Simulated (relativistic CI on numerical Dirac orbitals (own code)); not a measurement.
**Hyperfine structure of Xe29+, mass number 131**

Method of calculation: Dirac-Coulomb-Breit CI, separate exchange-only KLI orbitals for each configuration, model QED, unscaled Slater integrals (own radial code, finite nucleus).

CI space (outside the closed core [Ne]): 3s2.3p6.3d7, 3s2.3p5.3d8, 3s2.3p4.3d9, 3s.3p6.3d8, 3p6.3d9, 3s.3p5.3d9, 3s2.3p6.3d6.4s, 3s2.3p6.3d6.4p, 3s2.3p6.3d6.4d, 3s2.3p4.3d8.4s, 3s2.3p6.3d6.4f, 3s2.3p5.3d7.4s, 3s2.3p4.3d8.4p, 3s2.3p5.3d7.4p, 3s2.3p6.3d5.4s2, 3s.3p6.3d7.4s. Levels of other configurations are missing.

Nuclear spin I = 3/2, μ = 0.69185 μN, Q = -0.114 b (tables of Stone and Pyykkö). The electronic factors are computed for point nuclear moments, without core polarisation or the Bohr-Weisskopf and QED corrections.

```
              Level  E (cm⁻¹)  A (MHz)  B (MHz)
 3s2.3p6.3d7 4F_9/2       0.0     5569     -808
 3s2.3p6.3d7 4F_7/2   97916.9     6146     -849
 3s2.3p6.3d7 4P_5/2  153711.9     3019     2050
 3s2.3p6.3d7 4P_1/2  170216.8    -2588         
3s2.3p6.3d7 2H_11/2  190511.0     7811     4310
 3s2.3p6.3d7 2G_7/2  204847.3     8969      561
 3s2.3p6.3d7 2D_5/2  249054.4     7269    -1350
 3s2.3p6.3d7 2F_5/2  255027.2     8465     60.1
```

Levels with J = 0, under 50 % of one LS term, or S terms without an open s electron are left out. Small factors come from cancelling terms and can be off by tens of per cent or more.

At this charge energies of transitions that change n are usually good to better than 1 %, and those within a shell (Δn = 0) to a few per cent. Terms inside the open d or f shell come out 10 to 20 % too wide with unscaled integrals.

(1) Give the hyperfine levels of 3s2.3p6.3d7 4F_9/2 relative to its centre of gravity.

Answers

(1) With K = F(F + 1) − I(I + 1) − J(J + 1), E = AK/2 + B[¾K(K + 1) − I(I + 1)J(J + 1)]/[2I(2I − 1)J(2J − 1)]: F = 3: -46320, F = 4: -23500, F = 5: 4513, F = 6: 37390 MHz.

LS names give the leading component of a level, which can be under half, so a name can repeat, a term be missing and a line seem to break the LS rules.
